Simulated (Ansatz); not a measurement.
Calculated with Ansatz (gas phase, PBE0-D4/def2-TZVP geometries, no zero-point term in ΔE). CCSD(T)/CBS is the MP2 limit (def2-TZVPP, def2-QZVPP) plus CCSD(T) − MP2 in def2-TZVPP, frozen cores. DFT in def2-TZVPP. B3LYP here is the variant with VWN-RPA as its local correlation; programs differ in this. Each species was taken in one conformer, which may not be the lowest.

Consider the isomerisation: `O=C[SiH]1NCN1` → `NC1=C(O)[SiH2]N1`.

| level | ΔE (eV) |
| --- | --- |
| B3LYP | 0.50 |
| HF/def2-TZVPP | 0.72 |
| CCSD/def2-TZVPP | 0.59 |
| CCSD(T)/def2-TZVPP | 0.55 |

Q: What does CCSD(T)/CBS give? (Estimate.)

A: Computed: +0.52 eV. The listed levels differ from it by -0.02, 0.20, 0.07, 0.03 eV.

Largest T1 diagnostic among the species: 0.013.

In def2-TZVPP, CCSD(T) changes the Hartree–Fock value by −0.17 eV (the triples alone add −0.04 eV) and MP2 by −0.23 eV.
